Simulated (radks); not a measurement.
The dysprosium ion Dy+, configuration [Xe] 4f10 6s1.

Calculated with a radial shooting solver on a logarithmic mesh with Libxc functionals: Dirac Kohn-Sham, PBE, spin-unpolarised, spherical densities, point nucleus; open shells fill j = l - 1/2 first.

Energy parts (eV):
total: -331109.64
kinetic: 363274.10
electron-nucleus: -816126.81
Hartree: 128935.63
exchange-correlation: -7192.56

Orbitals (lengths in bohr, moments of r in powers of bohr):
orbital  occ.  eigenvalue (eV)      <r>
1s1/2       2        -53608.94  0.02111
2s1/2       2        -8927.292  0.08921
2p1/2       2        -8489.854  0.07438
2p3/2       4        -7689.585  0.08143
3s1/2       2        -1991.796   0.2341
3p1/2       2        -1801.164   0.2238
3p3/2       4        -1634.969   0.2371
3d3/2       4        -1307.690   0.2096
3d5/2       6        -1271.403   0.2138
4s1/2       2        -398.9727   0.5299
4p1/2       2        -323.8055   0.5405
4p3/2       4        -286.6836   0.5710
4d3/2       4        -163.0174   0.6037
4d5/2       6        -156.2982   0.6146
5s1/2       2         -55.2846    1.302
5p1/2       2         -35.1171    1.471
5p3/2       4         -30.4329    1.577
4f5/2       6          -9.9053   0.8665
4f7/2       4          -9.0296   0.8870
6s1/2       1          -8.8403    3.719

The highest occupied level is 6s1/2 at -8.840 eV. The density falls to 0.001 e/bohr^3 at r = 4.43 bohr. Summed over all electrons, <r^2> = 54.47 bohr^2, which gives a Langevin (diamagnetic) susceptibility term of -43.1 x 10^-6 cm^3/mol.
